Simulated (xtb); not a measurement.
Cl2Te, singlet, geometry from GFN2-xTB. Base run: GFN2-xTB (xtb).

Geometry (Å):
```xyz
3

Te    -0.0117     0.0120     0.6143
Cl     1.1146     1.3238    -0.9448
Cl    -1.0788    -1.3604    -0.9343
```
All else is at xtb's defaults.
Base energy -12.24551 Eh.

Each row names what was changed in the base input (with any setting that the change needs).

```
change         ΔE vs base (kcal/mol)  HOMO-LUMO gap (eV)  dipole (D)  SCF cycles
-------------  ---------------------  ------------------  ----------  ----------
base                           0.000                2.96        1.87          14
etemp = 5000                   -1.53                2.95        1.86          14
etemp = 1000                   0.000                2.96        1.87          14
acc = 30                       0.000                2.96        1.87          11
alpb = chcl3                   -4.40                2.96        1.93          14
file = coord                   0.000                2.96        1.87          14
acc = 1000                     0.005                2.96        1.85           7
acc = 0.0001                   0.000                2.96        1.87          17
etemp = 10000                 -20.89                2.87        1.70          15
```

ALPB and GBSA are two models with their own fitted parameters for each solvent, which aren't always the measured dielectric constant.
